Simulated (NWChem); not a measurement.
System: TaNHF₃; SMILES [NH]=[Ta]([F])([F])[F]

Here is an NWChem input.

```
start job
memory heap 200 mb stack 900 mb global 1100 mb
geometry units angstroms noautoz
  Ta    -0.000126     0.000065     0.019649
  N      0.001915    -0.008364    -1.750194
  H      0.003083    -0.013313    -2.770698
  F      1.272587     1.289108     0.574079
  F     -1.751471     0.462236     0.574596
  F      0.476503    -1.743222     0.587576
end
basis spherical
  Ta library def2-svp
  N library def2-svp
  H library def2-svp
  F library def2-svp
end
ecp
  Ta library def2-ecp
end
dft
  xc slater pw91lda
  iterations 150
  mulliken
end
task dft energy
```

Geometry: optimised at PBE-D3(BJ)/def2-SVP. def2 effective core potentials on Ta; no spin-orbit coupling.

Predict the main results of this run. (LDA (Slater exchange, PW92)/def2-SVP with def2 effective core potentials on Ta.) Quantities: energy (Ha); highest occupied level (eV); orbital gap (eV); dipole (D).


- energy (Ha) = -409.43
- highest occupied level (eV) = -7.25
- orbital gap (eV) = 4.98
- dipole (D) = 0.81
